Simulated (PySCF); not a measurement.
A structure optimised at PBE-D3(BJ)/def2-SVP, used in a PySCF frequency run:

```xyz
9

C      0.8046     2.7222     0.0000
O      1.2484     1.3639     0.0000
Sn    -0.1446    -0.0520     0.0000
F     -1.3176     0.1609    -1.5369
F     -1.3176     0.1609     1.5369
Cl     0.8231    -2.1679     0.0000
H      0.2100     2.9812     0.9045
H      0.2100     2.9812    -0.9045
H      1.7195     3.3506     0.0000
```

Task: Write its SMILES, formula and point group.

Result: C[O][Sn]([F])([F])[Cl], CH3ClF2OSn, Cs

Task: What are its rotational constants (standard atomic weights)?

Result: 2.3086, 1.2414, 1.1402 GHz
